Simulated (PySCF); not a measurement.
dimethylacetylene (C₄H₆), singlet, at a GFN2-xTB geometry; SCAN/def2-SV(P) (PySCF).

PySCF was given this input:
```python
from pyscf import gto, scf, dft

mol = gto.Mole()
mol.atom = '''
    C     0.003502    0.006812    2.047175
    C     0.001025    0.001993    0.598972
    C    -0.001025   -0.001993   -0.598972
    C    -0.003502   -0.006812   -2.047175
    H    -0.016610    1.031669    2.417917
    H    -0.871960   -0.521715    2.424549
    H     0.900994   -0.485783    2.421397
    H    -0.024893    1.015554   -2.424658
    H     0.892711   -0.501897   -2.421178
    H    -0.880243   -0.537829   -2.418026
'''
mol.basis = 'def2-sv(p)'
mol.charge = 0
mol.spin = 0
mol.verbose = 4
mol.build()

mf = dft.RKS(mol)
mf.xc = 'scan'
mf.grids.becke_scheme = dft.gen_grid.stratmann
mf.kernel()
```

Task: What does PySCF print? Leave out banner, timings and long lists.

Result: 
```
PySCF version 2.14.0

[INPUT] verbose = 4
[INPUT] num. atoms = 10
[INPUT] num. electrons = 30
[INPUT] charge = 0
[INPUT] spin (= nelec alpha-beta = 2S) = 0
[INPUT] symmetry False subgroup None
[INPUT] Mole.unit = angstrom
[INPUT] Symbol           X                Y                Z      unit          X                Y                Z       unit  Magmom
[INPUT]  1 C      0.003502000000   0.006812000000   2.047175000000 AA    0.006617820888   0.012872814361   3.868600079056 Bohr   0.0
[INPUT]  2 C      0.001025000000   0.001993000000   0.598972000000 AA    0.001936969278   0.003766224166   1.131893036283 Bohr   0.0
[INPUT]  3 C     -0.001025000000  -0.001993000000  -0.598972000000 AA   -0.001936969278  -0.003766224166  -1.131893036283 Bohr   0.0
[INPUT]  4 C     -0.003502000000  -0.006812000000  -2.047175000000 AA   -0.006617820888  -0.012872814361  -3.868600079056 Bohr   0.0
[INPUT]  5 H     -0.016610000000   1.031669000000   2.417917000000 AA   -0.031388350929   1.949571861204   4.569200921930 Bohr   0.0
[INPUT]  6 H     -0.871960000000  -0.521715000000   2.424549000000 AA   -1.647765591576  -0.985898465077   4.581733585588 Bohr   0.0
[INPUT]  7 H      0.900994000000  -0.485783000000   2.421397000000 AA    1.702631899876  -0.917996825970   4.575777168843 Bohr   0.0
[INPUT]  8 H     -0.024893000000   1.015554000000  -2.424658000000 AA   -0.047040952419   1.919118924707  -4.581939565736 Bohr   0.0
[INPUT]  9 H      0.892711000000  -0.501897000000  -2.421178000000 AA    1.686979298387  -0.948447872741  -4.575363318822 Bohr   0.0
[INPUT] 10 H     -0.880243000000  -0.537829000000  -2.418026000000 AA   -1.663418193066  -1.016349511849  -4.569406902078 Bohr   0.0

nuclear repulsion = 100.716453238158
number of shells = 36
number of NR pGTOs = 120
number of NR cGTOs = 68
basis = def2-sv(p)
ecp = {}

******** <class 'pyscf.dft.rks.RKS'> ********
method = RKS
initial guess = minao
damping factor = 0
level_shift factor = 0
DIIS = <class 'pyscf.scf.diis.CDIIS'>
diis_start_cycle = 1
diis_space = 8
diis_damp = 0
SCF conv_tol = 1e-09
SCF conv_tol_grad = None
SCF max_cycles = 50
direct_scf = True
direct_scf_tol = 1e-13
XC library pyscf.dft.libxc version 7.1.2
    S. Lehtola, C. Steigemann, M. J. T. Oliveira, and M. A. L. Marques,  SoftwareX 7, 1–5 (2018)
XC functionals = scan
    J. Sun, A. Ruzsinszky, and J. P. Perdew,  Phys. Rev. Lett. 115, 036402 (2015)
    J. Sun, A. Ruzsinszky, and J. P. Perdew,  Phys. Rev. Lett. 115, 036402 (2015)
radial grids:
    Treutler-Ahlrichs [JCP 102, 346 (1995); DOI:10.1063/1.469408] (M4) radial grids

becke partition: Stratmann, Scuseria, Frisch. CPL, 257, 213 (1996); DOI:10.1016/0009-2614(96)00600-8
pruning grids: <function nwchem_prune>
grids dens level: 3
symmetrized grids: False
atomic radii adjust function: <function treutler_atomic_radii_adjust>
small_rho_cutoff = 0
Set gradient conv threshold to 3.16228e-05
Initial guess from minao.
tot grids = 115320
init E= -155.968354627909
  HOMO = -0.325797118642651  LUMO = -0.036354921823946  gap/eV = 7.87612
cycle= 1 E= -155.711007656106  delta_E= 0.257  |g|= 0.412  |ddm|= 3.33
  HOMO = -0.143981351308761  LUMO = 0.104299421685675  gap/eV = 6.75606
cycle= 2 E= -155.708557367938  delta_E= 0.00245  |g|= 0.426  |ddm|= 0.925
  HOMO = -0.223265551032197  LUMO = 0.0444887101093696  gap/eV = 7.28596
cycle= 3 E= -155.760731532321  delta_E= -0.0522  |g|= 0.0289  |ddm|= 0.507
  HOMO = -0.222119474970212  LUMO = 0.0469600030677905  gap/eV = 7.32203
cycle= 4 E= -155.760938936792  delta_E= -0.000207  |g|= 0.00572  |ddm|= 0.0516
  HOMO = -0.221822532108095  LUMO = 0.0469180482135166  gap/eV = 7.31280
cycle= 5 E= -155.760943879351  delta_E= -4.94e-06  |g|= 0.00322  |ddm|= 0.00753
  HOMO = -0.222241628379983  LUMO = 0.0466055230874976  gap/eV = 7.31570
cycle= 6 E= -155.760946603376  delta_E= -2.72e-06  |g|= 0.000271  |ddm|= 0.00375
  HOMO = -0.222254011316162  LUMO = 0.0465903782604142  gap/eV = 7.31563
cycle= 7 E= -155.760946614617  delta_E= -1.12e-08  |g|= 0.000165  |ddm|= 0.000415
  HOMO = -0.222254435822031  LUMO = 0.0465899318821685  gap/eV = 7.31563
cycle= 8 E= -155.760946621221  delta_E= -6.6e-09  |g|= 4.4e-05  |ddm|= 0.000184
  HOMO = -0.222255221816493  LUMO = 0.0465892858906803  gap/eV = 7.31563
cycle= 9 E= -155.760946621722  delta_E= -5.02e-10  |g|= 6.14e-07  |ddm|= 4.17e-05
  HOMO = -0.222255286031668  LUMO = 0.0465891602538678  gap/eV = 7.31563
Extra cycle  E= -155.760946621724  delta_E= -1.42e-12  |g|= 5.64e-07  |ddm|= 1.82e-06
converged SCF energy = -155.760946621724
```
